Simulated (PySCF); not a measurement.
Ionisation energy of Cr by level of theory

Cr [Ar] 3d5 4s1 (7S) → Cr⁺ [Ar] 3d5 (6S), as a difference of total energies. Calculation: PySCF 2.14, in cc-pVDZ-DK; scalar relativity by spin-free X2C-1e. Correlated levels: valence: [Ar] frozen. The calculations carry no spin-orbit coupling.

| method | ionisation energy (eV) |
| --- | --- |
| UHF | 6.012 |
| B3LYP | 7.104 |
| MP2 (valence) | 6.442 |
| SCS-MP2 (valence) | 6.156 |

Task: How much does correlation contribute at MP2 (valence)?

Result: 6.442 − (6.012) = 0.430 eV, measured against UHF.

Errors of the correlated levels include the incompleteness of this basis and the frozen core.

For comparison: 6.767 eV (measured; NIST Atomic Spectra Database, ionization energies).
